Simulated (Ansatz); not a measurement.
`c1ccc2c(c1)oc1c3ccccc3oc21`. Total charge 0; triplet. Geometry PBE0-D4/def2-SVP, that of the neutral singlet; atoms count from 1.

```xyz
24

C     3.892    1.514    0.908
C     3.149    1.689    2.087
C     1.817    1.303    2.165
C     1.223    0.732    1.033
C     1.995    0.565   -0.150
C     3.324    0.948   -0.231
O     1.278   -0.004   -1.165
C     0.046   -0.208   -0.649
C    -1.223   -0.732   -1.033
C    -1.817   -1.303   -2.165
C    -3.150   -1.688   -2.087
C    -3.892   -1.514   -0.908
C    -3.324   -0.948    0.232
C    -1.994   -0.565    0.150
O    -1.278    0.004    1.165
C    -0.046    0.208    0.649
H     4.938    1.828    0.881
H     3.632    2.137    2.959
H     1.242    1.440    3.083
H     3.891    0.807   -1.154
H    -1.242   -1.440   -3.082
H    -3.631   -2.137   -2.958
H    -4.938   -1.828   -0.881
H    -3.891   -0.807    1.154
```

At PBE0-D4/def2-SVP a singlet of charge 0 lies 3.06 eV below the triplet at the same geometry.

Problem. Estimate the Mulliken populations from the PBE0/def2-SVP orbitals of Ansatz.

Solution. 
```tsv
atom	charge (e)	spin (α − β)
C1	-0.03	0.41
C2	-0.02	-0.21
C3	-0.02	0.39
C4	-0.03	-0.10
C5	0.18	0.13
C6	-0.09	-0.01
O7	-0.26	0.04
C8	0.17	0.38
C9	-0.03	-0.10
C10	-0.02	0.39
C11	-0.02	-0.21
C12	-0.03	0.41
C13	-0.09	-0.01
C14	0.18	0.13
O15	-0.26	0.04
C16	0.17	0.38
H17	0.03	-0.02
H18	0.02	0.01
H19	0.02	-0.02
H20	0.02	0.00
H21	0.02	-0.02
H22	0.02	0.01
H23	0.03	-0.02
H24	0.02	0.00
```
Mulliken values and Mayer orders depend strongly on the basis.

Problem. Where does the spin sit?

Solution. Summed by element: C 1.99, O 0.07, H -0.07, of 2 unpaired in all. Largest on single atoms: C1 0.41, C12 0.41, C3 0.39.

Problem. And the Mayer bond orders between bonded heavy atoms (over 0.3)?

Solution. C1–C2 1.36 (1.40 Å); C1–C6 1.20 (1.39 Å); C2–C3 1.40 (1.39 Å); C3–C4 1.17 (1.40 Å); C4–C5 1.17 (1.42 Å); C4–C16 1.33 (1.43 Å); C5–C6 1.52 (1.39 Å); C5–O7 1.01 (1.37 Å); O7–C8 1.12 (1.35 Å); C8–C9 1.33 (1.43 Å); C8–C16 1.06 (1.37 Å); C9–C10 1.17 (1.40 Å); C9–C14 1.17 (1.42 Å); C10–C11 1.40 (1.39 Å); C11–C12 1.36 (1.40 Å); C12–C13 1.20 (1.39 Å); C13–C14 1.52 (1.39 Å); C14–O15 1.01 (1.37 Å); O15–C16 1.12 (1.35 Å).
